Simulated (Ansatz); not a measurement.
Start from `C[O][GeH]([Cl])[S]C` and change one atom or group to get `C[O][GeH]([Cl])[O][SiH3]`.

Ansatz, PBE0-D4/def2-TZVP geometries, multiplicity 1. Each molecule was computed in one conformer, which needn't be the lowest.

Scalar relativity is left out up to krypton.

```tsv
property	`C[O][GeH]([Cl])[S]C`
size of the dipole moment (PBE/def2-TZVPP) / D	2.44
HOMO–LUMO gap (PBE/def2-TZVPP) / eV	4.84
HOMO energy (PBE0/def2-TZVPP) / eV	-7.30
size of the dipole moment (ωB97M-V/def2-TZVPP) / D	2.42
HOMO energy (B3LYP/def2-TZVPP) / eV	-7.06
size of the dipole moment (B3LYP/def2-TZVPP) / D	2.45
```

Give the same properties after the change, and the shifts. (Estimate.)

Computed: 
```csv
property,`C[O][GeH]([Cl])[O][SiH3]`,shift
size of the dipole moment (PBE/def2-TZVPP) / D,0.73,-1.71
HOMO–LUMO gap (PBE/def2-TZVPP) / eV,5.59,0.75
HOMO energy (PBE0/def2-TZVPP) / eV,-8.48,-1.18
size of the dipole moment (ωB97M-V/def2-TZVPP) / D,0.68,-1.74
HOMO energy (B3LYP/def2-TZVPP) / eV,-8.23,-1.17
size of the dipole moment (B3LYP/def2-TZVPP) / D,0.72,-1.73
```

With PBE0 the HOMO falls by 1.18 eV and the LUMO falls by 0.10 eV, so the gap widens by about 1.08 eV. PBE moves the HOMO by -0.84 eV and ωB97M-V by -1.35 eV. Dipoles are sizes alone; their direction can turn.

B3LYP here is the variant with VWN-RPA as its local correlation; programs differ in this.
